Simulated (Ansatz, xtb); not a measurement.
## Relative energy of two conformers of AlFH3SeSi

We compare a, `[F][AlH][Se][SiH2]`, a doublet, with b, `[F][AlH][Se][SiH2]`, a doublet. Both are isolated molecules in the gas phase, relaxed with B3LYP/6-31G*.

a (Å):

```
atom    x (Å)    y (Å)    z (Å)
  Al  -3.8000  -0.1190   0.4700
   F  -2.4969   0.0629  -0.5423
  Se  -3.4028  -0.9219   2.6093
  Si  -1.1087  -1.1333   2.4231
   H  -5.2400   0.2516  -0.0451
   H  -0.6333  -1.5441   3.7771
   H  -0.4673   0.1620   2.0499
```

b (Å):

```tsv
atom	x (Å)	y (Å)	z (Å)
Al	-0.9240	-0.8723	2.1592
F	0.5734	-1.5797	2.1751
Se	-2.4649	-1.6746	0.6159
Si	-4.1778	-0.2428	1.2006
H	-1.2231	0.2976	3.1716
H	-3.7026	1.1712	1.2976
H	-5.1909	-0.3445	0.1107
```

Question: Estimate which is lower in electronic energy at CCSD(T)/def2-SVP + ΔMP2/def2-TZVPP, and by roughly how much.

Answer: Too close to call at this level: CCSD(T)/def2-SVP + ΔMP2/def2-TZVPP gives E(b) − E(a) = +0.44 kJ/mol.

How the difference moves with the method:

```json
{"level": "B3LYP/6-31G*", "geometry": "B3LYP/6-31G*", "E(b) − E(a) (kJ/mol)": "+2.72", "departure from the last row (kJ/mol)": "+2.28", "job, with rough time for the two": "optimisation, 2.3 min"}
{"level": "HF/def2-SVP", "geometry": "B3LYP/6-31G*", "E(b) − E(a) (kJ/mol)": "+3.52", "departure from the last row (kJ/mol)": "+3.08", "job, with rough time for the two": "part of the CCSD(T) run"}
{"level": "MP2/def2-SVP", "geometry": "B3LYP/6-31G*", "E(b) − E(a) (kJ/mol)": "+2.16", "departure from the last row (kJ/mol)": "+1.72", "job, with rough time for the two": "part of the CCSD(T) run"}
{"level": "CCSD(T)/def2-SVP", "geometry": "B3LYP/6-31G*", "E(b) − E(a) (kJ/mol)": "+1.85", "departure from the last row (kJ/mol)": "+1.41", "job, with rough time for the two": "single point"}
{"level": "CCSD(T)/def2-SVP + ΔMP2/def2-TZVPP", "geometry": "B3LYP/6-31G*", "E(b) − E(a) (kJ/mol)": "+0.44", "departure from the last row (kJ/mol)": "", "job, with rough time for the two": "single point, 56 s"}
```

The largest departure from CCSD(T)/def2-SVP + ΔMP2/def2-TZVPP is that of HF/def2-SVP, 3.08 kJ/mol. Levels run at GFN2-xTB geometries aren't shown. The last row adds to CCSD(T) the change of the MP2 difference between the two basis sets, here −1.41 kJ/mol.

With harmonic frequencies from B3LYP/6-31G* (ideal gas, rigid rotor, one conformer each, 298.15 K, 1 atm): the zero-point term adds −0.43 kJ/mol; ΔH is +0.38 and ΔG −1.53 kJ/mol.

Open shells are spin-unrestricted. The correlated steps freeze 20 core orbitals; the filled d shell of Se is correlated, in a basis made for valence electrons. Programs: Ansatz 0.2.0; the last row on 2 threads of Arm Neoverse V2 on a shared host.
